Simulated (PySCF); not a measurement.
F2GeH4OSi, SMILES O[Si](F)(F)[GeH3]. Atoms are numbered in the order given.

```xyz
9

O     -1.5409    -1.4424     0.0000
Si     0.0012    -0.8809     0.0000
F      0.8028    -1.4665    -1.2818
F      0.8028    -1.4665     1.2818
Ge    -0.0124     1.4607     0.0000
H     -1.7009    -2.3930     0.0000
H     -0.7368     1.9682     1.2524
H      1.4295     1.9829     0.0000
H     -0.7368     1.9682    -1.2524
```
Charge 0, spin multiplicity 1.

Geometry: ωB97X-D3(BJ)/def2-SVP. This is a generated structure with no PubChem entry under its InChIKey; it may be hypothetical. One conformer was computed; it need not be the lowest.

All values below come from PBE/pcSseg-1 (PySCF).

GIAO shieldings, no solvent; atoms alike by connectivity are averaged. δ = σ(ref) − σ: ¹⁷O against H2O (σ = 334.3 ppm); ²⁹Si against TMS (σ = 335.4 ppm); ¹⁹F against CFCl3 (σ = 133.6 ppm); ⁷³Ge against GeH4 (σ = 1614.4 ppm); ¹H against TMS (σ = 31.49 ppm), references at their B3LYP-D3(BJ)/def2-TZVP geometries, non-relativistic.

| nucleus | atoms | count | δ (ppm) |
|---|---|---|---|
| ¹⁷O | O1 | 1 | 82.3 |
| ²⁹Si | Si2 | 1 | -27.4 |
| ¹⁹F | F3, F4 | 2 | -133.1 |
| ⁷³Ge | Ge5 | 1 | -43.7 |
| ¹H | H7, H8, H9 | 3 | 3.71 |
| ¹H | H6 | 1 | 2.95 |
